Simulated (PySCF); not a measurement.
Q: Write a Z-matrix for `C[C@@H]1COBO1` as optimised with PBE0-D3(BJ)/def2-SVP.

A: 
Z-matrix in Å and degrees, rows numbered from 1:
```
C 
C   1  1.5104
C   2  1.5456  1  114.57
O   3  1.4177  2  105.52  1  -128.85
B   4  1.3612  3  107.81  2     6.53
O   5  1.3596  4  113.68  3    -2.73
H   1  1.1010  2  110.52  3    55.08
H   1  1.0992  2  110.51  3   175.01
H   1  1.1009  2  110.60  3   -65.09
H   2  1.1045  1  109.39  3   124.74
H   3  1.1009  2  112.69  1   111.43
H   3  1.1038  2  111.66  1   -10.29
H   5  1.2001  4  123.10  3   177.29
```

O4 (boron-bound oxygen) is bent (angle 107.8°). The 5-membered ring C2–C3–O4–B5–O6 has internal angles of 104.0° to 113.7°; it is slightly puckered (a soft mode that the optimisation may not have finished), 0.03 Å rms from its mean plane, widest ring torsion 8°. B5 (three-coordinate boron) is planar (angles 123.2°, 123.1° and 113.7°, sum 360.0°, 0.00 Å off the plane of its three neighbours). O6 (boron-bound oxygen) is bent (angle 108.4°).

Level of theory: PBE0-D3(BJ)/def2-SVP geometry optimisation, gas phase in PySCF 2.14.0.

Point group: C1 (no symmetry element, even within 0.4 Å). Not checked by PBE0-D3(BJ)/def2-SVP frequencies.

On one thread of an Arm Neoverse V2, shared host with 96 logical CPUs at a one-minute load of 42, this took 46 s wall and 0.50 GiB of memory at its peak. This is the geometry optimisation.
